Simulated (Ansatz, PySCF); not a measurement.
H2O4P, SMILES [O]P(=O)(O)O (connectivity only; charge and spin as stated), charge -1, multiplicity 1. Atoms are numbered in the order given.

```xyz
7

O      0.9157    -0.9902    -0.8442
P      0.0000     0.0000    -0.1603
O     -0.9157     0.9902    -0.8442
O     -0.9650    -0.8675     0.9137
O      0.9650     0.8675     0.9137
H     -1.7898    -0.3722     0.9849
H      1.7898     0.3722     0.9849
```
Charge -1, spin multiplicity 1.

Geometry: B3LYP-D3(BJ)/def2-SVPD. The spin state was assumed, not searched. The isomer is the one that the SMILES or the coordinates give; other isomers of the formula were not compared. Other conformers were not sampled.

Two levels are set side by side: PBE-D3(BJ)/def2-SVPD (Ansatz, an electronic-structure program) and B3LYP-D3(BJ)/def2-SVPD (Ansatz). Each level has its own optimised geometry; the coordinates shown are those of the second. Frequencies come from the Hessian of PySCF at each geometry. Differences are taken from unrounded values.

```csv
quantity,B3LYP-D3(BJ)
mean bond length (Å),1.387
bond O1–P2 (Å),1.512
bond P2–O3 (Å),1.512
bond P2–O4 (Å),1.684
bond P2–O5 (Å),1.684
bond O4–H6 (Å),0.965
bond O5–H7 (Å),0.965
highest harmonic wavenumber (cm⁻¹),3847
mean harmonic wavenumber (cm⁻¹),1077
zero-point energy (kcal/mol),23.09
```

What does PBE-D3(BJ) give, and how far is it from B3LYP-D3(BJ)? (Estimate from the structure and the level; the computed values follow.)


```json
[
 {"quantity": "mean bond length (Å)", "PBE-D3(BJ)": "1.402", "PBE-D3(BJ) minus B3LYP-D3(BJ)": "0.015"},
 {"quantity": "bond O1–P2 (Å)", "PBE-D3(BJ)": "1.527", "PBE-D3(BJ) minus B3LYP-D3(BJ)": "0.014"},
 {"quantity": "bond P2–O3 (Å)", "PBE-D3(BJ)": "1.527", "PBE-D3(BJ) minus B3LYP-D3(BJ)": "0.014"},
 {"quantity": "bond P2–O4 (Å)", "PBE-D3(BJ)": "1.704", "PBE-D3(BJ) minus B3LYP-D3(BJ)": "0.020"},
 {"quantity": "bond P2–O5 (Å)", "PBE-D3(BJ)": "1.704", "PBE-D3(BJ) minus B3LYP-D3(BJ)": "0.020"},
 {"quantity": "bond O4–H6 (Å)", "PBE-D3(BJ)": "0.974", "PBE-D3(BJ) minus B3LYP-D3(BJ)": "0.009"},
 {"quantity": "bond O5–H7 (Å)", "PBE-D3(BJ)": "0.974", "PBE-D3(BJ) minus B3LYP-D3(BJ)": "0.009"},
 {"quantity": "highest harmonic wavenumber (cm⁻¹)", "PBE-D3(BJ)": "3724", "PBE-D3(BJ) minus B3LYP-D3(BJ)": "-123"},
 {"quantity": "mean harmonic wavenumber (cm⁻¹)", "PBE-D3(BJ)": "1037", "PBE-D3(BJ) minus B3LYP-D3(BJ)": "-40"},
 {"quantity": "zero-point energy (kcal/mol)", "PBE-D3(BJ)": "22.24", "PBE-D3(BJ) minus B3LYP-D3(BJ)": "-0.85"}
]
```

GGA bonds tend to be longer and softer than those of functionals with exact exchange. Differences between two approximate levels are no errors against the true value.
